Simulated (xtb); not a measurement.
xtb input (GFN-FF):

```bash
xtb mol.xyz --gfnff --opt tight --chrg 0 --uhf 0
```
mol.xyz:
```
4

H     -0.00000000    -0.00000000    -2.38477291
Be    -0.00000000    -0.00000000    -1.04618228
Be     0.00000000     0.00000000     1.04618228
H      0.00000000     0.00000000     2.38477291
```

End of the output:

```
         :::::::::::::::::::::::::::::::::::::::::::::::::::::
         ::                     SUMMARY                     ::
         :::::::::::::::::::::::::::::::::::::::::::::::::::::
         :: total energy              -0.166010792632 Eh    ::
         :: gradient norm              0.000179505314 Eh/a0 ::
         ::.................................................::
         :: bond energy               -0.121637761025 Eh    ::
         :: angle energy               0.000000000000 Eh    ::
         :: torsion energy             0.000000000000 Eh    ::
         :: repulsion energy           0.002804328485 Eh    ::
         :: electrostat energy        -0.046336550553 Eh    ::
         :: dispersion energy         -0.000840911500 Eh    ::
         :: HB energy                  0.000000000000 Eh    ::
         :: XB energy                  0.000000000000 Eh    ::
         :: bonded atm energy          0.000000101960 Eh    ::
         :: external energy            0.000000000000 Eh    ::
         :: add. restraining           0.000000000000 Eh    ::
         :: total charge               0.000000000000 e     ::
         :::::::::::::::::::::::::::::::::::::::::::::::::::::

           -------------------------------------------------
          |                Property Printout                |
           -------------------------------------------------

molecular dipole:
                 x           y           z       tot (Debye)
 q only:       -0.000       0.000      -0.000       0.000
           -------------------------------------------------
          |                Geometry Summary                 |
           -------------------------------------------------

      molecular mass/u    :       20.0402476
   center of mass at/Å    :        0.0000000      -0.0000000      -0.0000000
  moments of inertia/u·Å² :        0.1143876E-33   0.3244086E+02   0.3244086E+02
rotational constants/cm⁻¹ :        0.1473730E+36   0.5196420E+00   0.5196420E+00

 * 2 selected distances

     #   Z          #   Z                                           value/Å
     1   1 H        2   4 Be                                      1.3279475 (min)
     3   4 Be       4   1 H                                       1.3279475 (max)

 * 1 distinct bonds (by element types)

   Z      Z             #   av. dist./Å        max./Å        min./Å
   1 H    4 Be          2     1.3279475     1.3279475     1.3279475

optimized geometry written to: xtbopt.xyz

           -------------------------------------------------
          | TOTAL ENERGY               -0.166010792632 Eh   |
          | GRADIENT NORM               0.000179505314 Eh/α |
           -------------------------------------------------
########################################################################
[WARNING] Runtime exception occurred
-1- gfnff_setup: Could not read topology file.
########################################################################

------------------------------------------------------------------------
------------------------------------------------------------------------
 total:
 SCF:
Note: The following floating-point exceptions are signalling: IEEE_UNDERFLOW_FLAG IEEE_DENORMAL
normal termination of xtb
 ANC optimizer:
```
